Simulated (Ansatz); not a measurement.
Program: Ansatz. Geometries: PBE0-D4/def2-TZVP. ΔE: electronic, gas phase. CCSD(T)/CBS adds triple-zeta CCSD(T) − MP2 to the extrapolated MP2 energy (def2 sets, frozen cores). Functionals use def2-TZVPP. def2 core potentials past Kr. For Sn outer-core shells are correlated without core-valence functions, which leaves a few kJ/mol of doubt a bond. One conformer a species, not always the lowest.

`CB(O)S` + `[OH][Sn-]1[O]C(C(F)(F)F)=CC(C(F)(F)F)=[O+]1` → `C[B-]1(O)OC(C(F)(F)F)=CC(C(F)(F)F)=[O+]1` + `[OH][Sn][SH]`  (redistribution)

`CB(O)S`:

Cartesian coordinates in Å:
```
C 0.629 0.765 0.504
B -0.190 -0.467 -0.007
O -0.166 -1.621 0.709
S -1.184 -0.423 -1.542
H 1.395 1.051 -0.224
H -0.013 1.640 0.639
H 1.123 0.549 1.453
H -0.686 -2.340 0.341
H -0.908 0.847 -1.873
```

`[OH][Sn-]1[O]C(C(F)(F)F)=CC(C(F)(F)F)=[O+]1`:

```xyz
17

O     2.159   -1.294   -1.525
Sn    1.630    0.455   -2.289
O    -0.445   -0.099   -1.868
C    -0.967   -0.287   -0.744
C    -2.330   -0.996   -0.826
F    -2.204   -2.155   -1.464
F    -3.190   -0.236   -1.503
F    -2.854   -1.239    0.375
C    -0.486    0.089    0.504
C     0.684    0.823    0.653
C     1.083    1.298    2.060
F     1.071    2.630    2.103
F     2.311    0.882    2.352
F     0.257    0.849    3.005
O     1.486    1.198   -0.236
H     2.860   -1.766   -1.979
H    -1.064   -0.153    1.381
```

`C[B-]1(O)OC(C(F)(F)F)=CC(C(F)(F)F)=[O+]1`:

Z-matrix (Å, degrees):
```
C
B 1 1.579
H 1 1.093 2 110.2
H 1 1.094 2 113.4 3 -120.8
H 1 1.093 2 110.2 3 118.4
O 2 1.589 1 108.9 3 176.0
O 2 1.383 1 116.8 3 -59.2
O 2 1.589 1 108.9 3 65.5
C 6 1.258 2 122.1 1 -85.7
H 7 0.959 2 114.6 1 -180.0
C 8 1.258 2 122.1 1 85.6
C 9 1.531 6 114.1 2 170.8
C 9 1.386 6 125.0 2 -12.7
C 11 1.531 8 114.1 2 -170.8
F 12 1.330 9 109.7 6 65.0
F 12 1.326 9 110.3 6 -54.7
F 12 1.331 9 111.3 6 -175.1
H 13 1.076 9 122.0 6 -179.9
F 14 1.330 11 109.7 8 -64.9
F 14 1.326 11 110.3 8 54.8
F 14 1.331 11 111.3 8 175.2
```

`[OH][Sn][SH]`:

Cartesian coordinates in Å:
```
O 0.877 0.765 -1.046
Sn -0.699 -0.391 -1.335
S -1.185 -0.991 0.995
H 1.181 0.902 -0.146
H -0.175 -0.286 1.532
```

Is it downhill or uphill in electronic energy at CCSD(T)/CBS, and by how much? (Best estimate.)

Computed: Uphill: ΔE = +24.3 kJ/mol.

What do these levels give: B97M-V, B2PLYP, r2SCAN0, MP2/def2-QZVPP, SCS-MP2/def2-QZVPP, HF/CBS(def2)? (Best estimate.)

Computed: B97M-V 20.6, B2PLYP 21.5, r2SCAN0 15.4, MP2/def2-QZVPP 22.4, SCS-MP2/def2-QZVPP 25.6, HF/CBS(def2) 29.3 kJ/mol.

Largest T1 diagnostic among the species: 0.017.

From r2SCAN to r2SCAN0 (25 % exact exchange), in def2-TZVPP and without D4, ΔE moves by −4.0 kJ/mol. Leaving LDA and LC-ωPBE aside and taking each functional with its dispersion term where it has one, the values, not all of them listed here, spread over 14.4 kJ/mol, from PBE-QIDH to BLYP-D4. LDA lies −17.3 kJ/mol from PBE without D4. In def2-TZVPP, CCSD(T) changes the Hartree–Fock value by −11.2 kJ/mol (the triples alone add −1.1 kJ/mol) and MP2 by −10.1 kJ/mol.
